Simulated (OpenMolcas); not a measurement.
## Tm2+: ligand-field states by method

Tm2+ with 8 ligands (chloride) in square antiprismatic coordination (D4d) at 2.92 Å, a polar angle of 59.0° against the regular 57.3°. A charge of +0.75 e stands 2.8 Å behind each ligand. Ligand basis ANO-RCC-VDZP.

```yaml
Program: OpenMolcas
Basis: ANO-RCC-VDZP [7s6p4d2f1g]
Scalar_Hamiltonian: DKH2, point nucleus
Active_space: 13 electrons in 7 orbitals (4f)
State_averaging: 2S+1 = 2 odd, 7 roots
Spin-orbit_coupling: state interaction with AMFI integrals over the reference wave functions
```

I. CASSCF
II. SS-CASPT2, IPEA 0.25 Eh, imaginary shift 0.1 Eh (closed shells correlated: 5s 5p and the ligand valence shells)

Spin-free states in cm-1, each column counted from its own energy of the first state listed:

| State | Degeneracy | I | II |
| --- | --- | --- | --- |
| 2S+1 = 2 | 2 | 0 | 0 |
| 2S+1 = 2 | 2 | 67 | 140 |
| 2S+1 = 2 | 1 | 206 | 240 |
| 2S+1 = 2 | 2 | 207 | 210 |

With spin-orbit coupling the lowest J multiplet is 210 (I), 225 (II) cm-1 wide, a factor of 1.07 from I to II.

χT at 300 K: I 2.56, II 2.56 cm3 K/mol.

Over all roots computed the reference weight is 0.58 to 0.59 in II; a low but even weight reflects the number of correlated electrons. Without dynamic correlation the ligand-field splitting of an f shell can come out too small, at times by half (holds for I). Splittings of an f shell from a small cluster at a set distance can be off by tens of per cent, mostly too small (holds for II). No measured value stands beside these numbers; the geometry was imposed, not optimised, and the real ion may take another.

A state without a sure symmetry label is named by its multiplicity alone.
